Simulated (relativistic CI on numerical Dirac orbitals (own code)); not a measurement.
Ligand-field terms of d5

Computed with a parametric ligand-field model of a d^n configuration (Racah B and C, spin-orbit zeta, crystal field), exact diagonalisation.

Field parameters in Wybourne normalisation: Td as Oh with Dq negative (B⁴₀ = 21Dq, B⁴₄ = √(5/14) B⁴₀). The field is a parameter set, without covalency.

B = 600 cm⁻¹, C = 2500 cm⁻¹ (C/B = 4.17), Td, no spin-orbit coupling. Tanabe-Sugano data, E/B above the lowest term (Δ = |10Dq|; b, c mark the second and third term of a kind):

| Δ/B | 6A1 | 4T1 | 4T2 | 4T1(b) | 2T2 | 2A2 |
| --- | --- | --- | --- | --- | --- | --- |
| 1.0 | 0.00 | 30.68 | 30.81 | 36.31 | 44.15 | 44.23 |
| 2.8 | 0.00 | 29.78 | 30.66 | 37.14 | 42.91 | 43.55 |
| 4.6 | 0.00 | 28.45 | 30.36 | 38.33 | 40.68 | 42.45 |
| 6.4 | 0.00 | 26.94 | 29.88 | 39.62 | 37.88 | 41.10 |
| 8.2 | 0.00 | 25.34 | 29.19 | 40.90 | 34.83 | 39.61 |
| 10.0 | 0.00 | 23.69 | 28.29 | 42.10 | 31.64 | 38.03 |
| 11.8 | 0.00 | 22.01 | 27.21 | 43.19 | 28.38 | 36.40 |
| 13.6 | 0.00 | 20.31 | 25.97 | 44.14 | 25.06 | 34.74 |
| 15.4 | 0.00 | 18.59 | 24.60 | 44.92 | 21.70 | 33.05 |
| 17.2 | 0.00 | 16.85 | 23.15 | 45.54 | 18.31 | 31.34 |
| 19.0 | 0.00 | 15.11 | 21.63 | 46.03 | 14.90 | 29.62 |
| 20.8 | 0.00 | 13.37 | 20.06 | 46.41 | 11.47 | 27.88 |

The ground term stays 6A1.
